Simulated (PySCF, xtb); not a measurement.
Si(F)(Me)3 (C₃H₉FSi), SMILES [Si](F)(C)(C)C.

Harmonic wavenumbers (cm⁻¹) from GFN2-xTB run with xtb at its own minimum, in rising order: 76, 94, 95, 157, 157, 194, 227, 227, 625, 753, 753, 753, 784, 799, 799, 869, 869, 882, 1379, 1379, 1381, 1478, 1481, 1481, 1484, 1484, 1487, 3038, 3039, 3040, 3041, 3044, 3045, 3051, 3051, 3054.

Q: What does PBE0-D3(BJ)/def2-SVP (PySCF) give at its own minimum? (The exact figures need the calculation; the answer reports its results.)

A: 133, 156, 156, 191, 191, 230, 271, 271, 616, 668, 692, 692, 765, 765, 788, 864, 864, 927, 1267, 1267, 1272, 1416, 1423, 1423, 1431, 1431, 1442, 3056, 3056, 3058, 3159, 3159, 3161, 3165, 3166, 3166. Paired by order, the mean absolute difference is 59 cm⁻¹ and the zero-point energies are 70.8 and 71.1 kcal/mol.
